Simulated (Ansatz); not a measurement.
TaO3, SMILES [O]=[Ta](=[O])=[O] (connectivity only; charge and spin as stated), neutral, multiplicity 2.

The structure is a stationary point at B3LYP-D3(BJ)/def2-TZVP. The spin state was assumed, not searched. The def2 effective core potentials stand for the cores of Ta; spin–orbit coupling is left out.

Two levels are set side by side: PBE/def2-SVPD (Ansatz, an electronic-structure program) and ωB97X-V/def2-SVPD (Ansatz). Energy differences of separate SCF runs at the same geometry; the states with an electron removed or added have multiplicity 3 and 1. Differences are taken from unrounded values.

```
quantity                         ωB97X-V    PBE  PBE minus ωB97X-V
-------------------------------  -------  -----  -----------------
vertical ionisation energy (eV)    10.70  10.65              -0.05
vertical electron affinity (eV)     3.78   3.65              -0.13
```
